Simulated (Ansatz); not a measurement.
A nudged elastic band was laid between two geometries of CH₈GaN (11 atoms, charge 0, multiplicity 1).

The calculation used RKS PBE-D4/def2-SVP in Ansatz.

```yaml
movable_images: 5
climbing_image: yes
spring: 5.0 eV/Å²
optimiser: quadratic models (default)
start_path: through a guess of the saddle point
force_threshold: 0.05 eV/Å
iteration_limit: 60
end_points: relaxed
```

Initial state:

```xyz
11
Properties=species:S:1:pos:R:3
Ga 0.045 0.005 0.261
H -0.116 0.732 1.670
H 1.504 -0.055 -0.376
H -1.210 -0.003 -0.722
N -0.094 -2.033 0.958
H -0.104 -2.640 0.126
C 0.980 -2.430 1.886
H 0.884 -3.478 2.243
H 1.956 -2.309 1.379
H 0.970 -1.750 2.759
H -1.018 -2.142 1.399
```

Final state:

```xyz
11
Properties=species:S:1:pos:R:3
Ga 0.456 -0.690 -0.666
H -1.352 -0.198 3.169
H 1.923 -0.132 -0.752
H -0.785 -0.354 -1.570
N 0.151 -1.891 0.688
H -0.782 -2.306 0.776
C 1.100 -2.413 1.654
H 1.238 -3.516 1.570
H 2.095 -1.948 1.497
H 0.801 -2.197 2.706
H -1.047 -0.458 2.510
```

Question: Which bonds break or form, and what moves?

Answer: Bonds broken: Ga1–H2, N5–H11. Bonds formed: H2–H11. CH8GaN becomes CH6GaN + H2.

Question: What energy profile does the band end with?

Answer: It converged. The highest image is number 3 of 0 to 6, 1.50 eV above the first end and 0.74 eV above the last; the last end lies 0.75 eV above the first. Beside the main top the profile has a ripple of under 15 meV (maxima at images 1, 3), which may be a very shallow well or noise. Neighbouring images differ by up to 1.5 eV, so the band resolves the path poorly. A vibrational analysis at the climbing image gives one clearly imaginary mode, 1037i cm⁻¹: a first-order saddle point. The orbitals stay closed-shell, which can raise the energy where a bond breaks towards radicals; this wasn't checked here.

| image | path coordinate (Å) | energy (eV) | Ga1–H2 (Å) | N5–H11 (Å) | H2–H11 (Å) |
| --- | --- | --- | --- | --- | --- |
| 0 | 0.00 | 0.00 | 1.59 | 1.03 | 3.02 |
| 1 | 3.03 | 0.02 | 1.59 | 1.03 | 2.81 |
| 2 | 6.05 | 0.01 | 1.59 | 1.03 | 3.11 |
| 3 | 9.08 | 1.50 | 1.94 | 1.50 | 0.97 |
| 4 | 10.30 | 0.83 | 2.87 | 2.55 | 0.77 |
| 5 | 11.51 | 0.77 | 3.69 | 2.71 | 0.77 |
| 6 | 12.73 | 0.75 | 4.27 | 2.61 | 0.77 |

Question: What is the geometry of the highest image?

Answer: 
```xyz
11
Properties=species:S:1:pos:R:3:forces:R:3
Ga 0.121 -0.466 -0.143 0.00 0.00 0.00
H -0.498 0.458 1.443 0.00 0.00 0.00
H 1.612 0.005 -0.308 0.00 0.00 0.00
H -1.080 -0.338 -1.149 0.00 0.00 0.00
N -0.105 -1.888 1.224 0.00 0.00 0.00
H -0.915 -2.505 1.090 0.00 0.00 0.00
C 1.031 -2.584 1.812 0.00 0.00 0.00
H 1.492 -3.347 1.140 0.00 0.00 0.00
H 1.829 -1.853 2.060 0.00 0.00 0.00
H 0.756 -3.098 2.759 0.00 0.00 0.00
H -0.446 -0.490 1.656 0.00 0.00 0.00
```

Run time: 2.2 min on 2 threads of AMD EPYC 9R45 96-Core Processor (Zen 5), with other jobs on the host, peak memory 0.16 GiB.
